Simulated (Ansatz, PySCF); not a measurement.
Species: sum formula BNH5 (charge 0, doublet). It need not be the lowest isomer of its formula. 
Structure (B3LYP-D3(BJ)/def2-TZVP (Ansatz, a program for electronic structure) minimum search):
```xyz
7

B     -0.7529    -0.0394    -0.0407
N      0.6992    -0.0010    -0.0110
H     -1.2334    -0.7111    -0.9047
H     -1.2090     1.1239     0.0621
H     -1.1945    -0.2412     1.1152
H      1.2201     0.5306     0.6709
H      1.2873    -0.4979    -0.6632
```
Charge 0, spin multiplicity 2.

Total electronic energies in hartree. Correlated levels leave the core frozen unless marked. Open shells are spin-unrestricted. No spin-orbit coupling. Non-relativistic. Basis-set limits of correlation are two-point, X^-3; Hartree-Fock from the larger set. [CCSD(T)-MP2]/basis is that difference in the basis named.

```csv
level,program,energy (Eh)
HF/cc-pVTZ,Ansatz,-82.00894
HF/def2-TZVPD,PySCF,-82.00993
PBE/def2-TZVPD,Ansatz,-82.47367
revPBE-D4/def2-TZVPD,Ansatz + dftd4,-82.57811
B97M-V/def2-TZVPD,Ansatz,-82.58616
r2SCANh-D4/def2-TZVPD,Ansatz + dftd4,-82.53490
LC-wPBE-D4/def2-TZVPD,Ansatz + dftd4,-82.53631
B2GP-PLYP-D3(BJ)/def2-TZVPD,Ansatz + dftd3,-82.48501
MP2/aug-cc-pVDZ,Ansatz,-82.27527
SCS-MP2/6-31G*,Ansatz,-82.21666
SCS-MP2/def2-TZVPPD,Ansatz,-82.35887
CCSD/def2-SVP,Ansatz,-82.22896
CCSD(T)/cc-pVTZ,Ansatz,-82.39646
CCSDT/cc-pVDZ,Ansatz,-82.30404
"RI-MP2/CBS(aug-cc-pVTZ,aug-cc-pVQZ)+[CCSD(T)-MP2]/aug-cc-pVTZ",Ansatz,-82.4415
```

Totals of different functionals don't rank their quality; only differences between species are comparable.
